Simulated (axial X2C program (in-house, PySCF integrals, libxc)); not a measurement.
**Curves of ErBr⁺ from open-shell CI on f11 s1**

Calculated with an in-house all-electron X2C program for linear molecules (integrals from PySCF): two-component X2C with atomic mean-field Coulomb and Gaunt terms, basis Er dyall-v3z, Br dyall-v3z (cores contracted in-house). Orbitals come from Hartree–Fock averaged over the configuration Er f11 s1; CI then distributes these electrons over the f, s shells of Er.

Scan along the bond; masses Er 165.930 u, Br 78.918 u. Energies in cm⁻¹ from the lowest point; levels are followed by energy order within each Ω. Lowest level at 2.513 Å: 100% f11 s1.

```json
{"R (Å)": "2.337", "(1)Ω=0": "2218", "(1)Ω=1": "2221", "(1)Ω=2": "2232", "(1)Ω=3": "2252", "(1)Ω=4": "2288", "(1)Ω=5": "2349", "(1)Ω=6": "2445", "(1)Ω=7": "2596", "(1)Ω=8": "2826"}
{"R (Å)": "2.425", "(1)Ω=0": "483", "(1)Ω=1": "488", "(1)Ω=2": "502", "(1)Ω=3": "528", "(1)Ω=4": "570", "(1)Ω=5": "634", "(1)Ω=6": "733", "(1)Ω=7": "884", "(1)Ω=8": "1118"}
{"R (Å)": "2.513", "(1)Ω=0": "0", "(1)Ω=1": "5", "(1)Ω=2": "22", "(1)Ω=3": "52", "(1)Ω=4": "97", "(1)Ω=5": "163", "(1)Ω=6": "262", "(1)Ω=7": "411", "(1)Ω=8": "644"}
{"R (Å)": "2.614", "(1)Ω=0": "556", "(1)Ω=1": "562", "(1)Ω=2": "580", "(1)Ω=3": "612", "(1)Ω=4": "658", "(1)Ω=5": "725", "(1)Ω=6": "823", "(1)Ω=7": "970", "(1)Ω=8": "1196"}
{"R (Å)": "2.714", "(1)Ω=0": "1924", "(1)Ω=1": "1931", "(1)Ω=2": "1949", "(1)Ω=3": "1981", "(1)Ω=4": "2027", "(1)Ω=5": "2094", "(1)Ω=6": "2191", "(1)Ω=7": "2334", "(1)Ω=8": "2552"}
{"R (Å)": "2.827", "(1)Ω=0": "4116", "(1)Ω=1": "4122", "(1)Ω=2": "4141", "(1)Ω=3": "4172", "(1)Ω=4": "4218", "(1)Ω=5": "4284", "(1)Ω=6": "4378", "(1)Ω=7": "4516", "(1)Ω=8": "4724"}
{"R (Å)": "2.965", "(1)Ω=0": "7350", "(1)Ω=1": "7356", "(1)Ω=2": "7373", "(1)Ω=3": "7403", "(1)Ω=4": "7447", "(1)Ω=5": "7511", "(1)Ω=6": "7601", "(1)Ω=7": "7733", "(1)Ω=8": "7928"}
```

Question: Fit the curves (1)Ω=0, (1)Ω=1, (1)Ω=2, (1)Ω=3, (1)Ω=4, (1)Ω=5, (1)Ω=6, (1)Ω=7, (1)Ω=8 near their minima.

Answer: From the open-shell CI curves, Te from the lowest:

```csv
level,Te (cm⁻¹),Re (Å),ωe (cm⁻¹)
(1)Ω=0,0,2.511,272.9
(1)Ω=1,5,2.511,272.9
(1)Ω=2,22,2.511,272.8
(1)Ω=3,52,2.510,272.7
(1)Ω=4,96,2.510,272.6
(1)Ω=5,163,2.510,272.4
(1)Ω=6,261,2.510,272.3
(1)Ω=7,411,2.510,272.0
(1)Ω=8,643,2.511,271.4
```

Without dynamic correlation distances can be off by several hundredths of an Å (long for ionic bonds, short for multiple bonds) and the wavenumbers are rough.

The 9 lowest curves are shown; the next is (2)Ω=0, from 1339 cm⁻¹.

Dynamic correlation is missing, so gaps between terms are too wide and other configurations may lie lower; the lowest level listed is that of this model, not necessarily the ground state. At most 4 roots were kept for each Ω > 0 (twice that for Ω = 0) within 2.2 eV of the lowest, so higher up levels can be missing between those listed; levels with Ω > 0 are doubly degenerate and listed once, Ω = 0 levels singly.
